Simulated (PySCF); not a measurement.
Vertical excitations of a molecule C2H6O3Si from PySCF 2.14.0 with TDA-PBE/def2-SVPD, as energy in eV (oscillator strength): 5.06 (0.023), 5.75 (0.005), 6.02 (0.021), 6.12 (0.004), 6.55 (0.045), 6.62 (0.000), 6.63 (0.003), 6.65 (0.023), 6.89 (0.006), 7.03 (0.034). Lowest triplet (TDA): 4.98 eV. Geometry optimised at r2SCAN-D4/def2-SVP. Other conformers were not sampled.

### Question
Identify the compound among the candidates.
(A) O[Si]1(O)COC1
(B) CO[SiH]1OCO1
(C) C[Si](O)(O)C=O
(D) COC(=O)[SiH2]O

### Answer
A, O[Si]1(O)COC1
